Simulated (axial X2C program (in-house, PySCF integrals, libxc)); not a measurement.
## Curves of CeS⁺ from open-shell CI on f1 s0 d(πδ)0

Computed with an axial X2C code built on PySCF integrals: two-component X2C with atomic mean-field Coulomb and Gaunt terms, basis Ce dyall-v3z, S dyall-v3z (cores contracted in-house). Orbitals come from Hartree–Fock averaged over the configuration Ce f1 s0 d(πδ)0; CI then distributes these electrons over the f, s, d(πδ) shells of Ce.

Scan along the bond; masses Ce 139.905 u, S 31.972 u. Energies in cm⁻¹ from the lowest point; levels are followed by energy order within each Ω. Lowest level at 2.298 Å: 100% f1.

```
R (Å)  (1)Ω=5/2  (1)Ω=3/2  (1)Ω=1/2  (1)Ω=7/2  (2)Ω=5/2
2.137      3367      3839      4232      5368      5706
2.218       774      1362      1777      2766      3227
2.298         0       670      1098      1987      2535
2.390       785      1517      1954      2769      3386
2.482      2901      3672      4110      4885      5546
2.585      6383      7176      7610      8369      9058
2.712     11720     12517     12939     13709     14411
```

(1) Fit the curves (1)Ω=5/2, (1)Ω=3/2, (1)Ω=1/2, (1)Ω=7/2, (2)Ω=5/2 near their minima.

The 5 lowest curves are shown; the next is (2)Ω=3/2, from 3054 cm⁻¹.

Dynamic correlation is missing, so gaps between terms are too wide and other configurations may lie lower; the lowest level listed is that of this model, not necessarily the ground state. At most 6 roots were kept for each Ω > 0 (twice that for Ω = 0) within 2.2 eV of the lowest, so higher up levels can be missing between those listed; levels with Ω > 0 are doubly degenerate and listed once, Ω = 0 levels singly. States that fill the shells left empty in the average are placed too high.

Results:

(1) From the open-shell CI curves, Te from the lowest:

```tsv
level	Te (cm⁻¹)	Re (Å)	ωe (cm⁻¹)
(1)Ω=5/2	0	2.300	524.4
(1)Ω=3/2	669	2.296	523.0
(1)Ω=1/2	1098	2.295	522.3
(1)Ω=7/2	1986	2.300	524.7
(2)Ω=5/2	2534	2.296	523.5
```

Without dynamic correlation distances can be off by several hundredths of an Å (long for ionic bonds, short for multiple bonds) and the wavenumbers are rough.
